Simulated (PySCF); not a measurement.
# Correlation energy of Bi (bismuth, neutral)

[Xe] 4f14 5d10 6s1 6p3 6d1, high-spin 6D determinant (an excited configuration). All numbers are calculated (PySCF 2.14, scalar relativity through the core potential, in aug-cc-pVQZ-PP with ECP60MDF (7s7p5d3f2g, 92 functions)). Frozen: 5s2 5p6 5d10; 5 electrons correlated.

```tsv
level	correlation energy (mhartree)
CCSD	-27.44
(T)	-0.52
CCSD(T)	-27.96
```

Diagnostics: T1 = 0.0064, D1 = 0.0175, largest double amplitude 0.026.

Problem. Is a single reference adequate?

Solution. Yes, within this model without spin-orbit coupling: T1 lies below 0.03 and no double amplitude reaches 0.07.

Spin-orbit coupling is strong in this species, so the high-spin LS determinant is a model state.
